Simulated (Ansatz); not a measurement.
The same ligand exchange along the group O, S, Se.

Calculated with Ansatz (gas phase, PBE0-D4/def2-TZVP geometries, no zero-point term in ΔE). CCSD(T)/CBS adds triple-zeta CCSD(T) − MP2 to the extrapolated MP2 energy (def2 sets, frozen cores). This one scheme is used for every species. Functionals use def2-TZVPP. def2 core potentials past Kr. For In, Se outer-core shells are correlated without core-valence functions, which leaves a few kJ/mol of doubt a bond. Scalar relativity is left out up to krypton.

```tsv
reaction	B97M-V (eV)	revPBE-D4 (eV)	LDA (SPW92) (eV)	ωB97X-V (eV)
`[OH][InH2]` + `C=N` → `C=[N][InH2]` + H₂O	0.51	0.46	0.47	0.50
`[SH][InH2]` + `C=N` → `C=[N][InH2]` + H₂S	1.13	1.08	1.14	1.11
`[SeH][InH2]` + `C=N` → `C=[N][InH2]` + H₂Se	1.28	1.27	1.33	1.30
```

(1) Give the CCSD(T)/CBS values in the same order. (An estimate is asked.)

Largest T1 diagnostic: 0.017, for `[OH][InH2]`.

## Answers

(1) The calculation gave: 0.46, 1.10, 1.33 eV.
